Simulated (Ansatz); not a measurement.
Reaction (hydrogenolysis of the Si–O bond): `C=C[SiH2]O[SiH2]F` + H₂ → `F[SiH3]` + `C=C[SiH2]O`

Program: Ansatz. Geometries: PBE0-D4/def2-TZVP. ΔE: electronic, gas phase. CCSD(T)/CBS adds triple-zeta CCSD(T) − MP2 to the extrapolated MP2 energy (def2 sets, frozen cores). This one scheme is used for every species. Functionals use def2-TZVPP. HSE06 is defined as in plane-wave codes. One conformer a species, not always the lowest.

```csv
level,ΔE (kJ/mol)
CAM-B3LYP-D4,115.4
revPBE,92.8
r2SCAN,113.6
HSE06,100.0
RPA@PBE/def2-TZVPP,108.3
CCSD(T)/def2-SVP,99.6
HF/CBS(def2),111.0
CCSD/CBS(def2),113.4
```

(1) What does CCSD(T)/CBS give? (Best estimate.)

Largest T1 diagnostic among the species: 0.012.

## Answers

(1) Ansatz gave: +115.1 kJ/mol. The listed levels differ from it by 0.3, -22.3, -1.5, -15.1, -6.8, -15.5, -4.1, -1.7 kJ/mol.

The D4 term adds +11.1 kJ/mol with B3LYP and +6.4 kJ/mol with PBE0; it sums over pairs of atoms, weighted by their polarisabilities, and B3LYP, whose exchange is more repulsive, gets the larger term. At CCSD(T), def2-SVP lies −15.4 kJ/mol from the extrapolated value and def2-TZVPP −2.8 kJ/mol.

B3LYP here is the variant with VWN-RPA as its local correlation; programs differ in this.
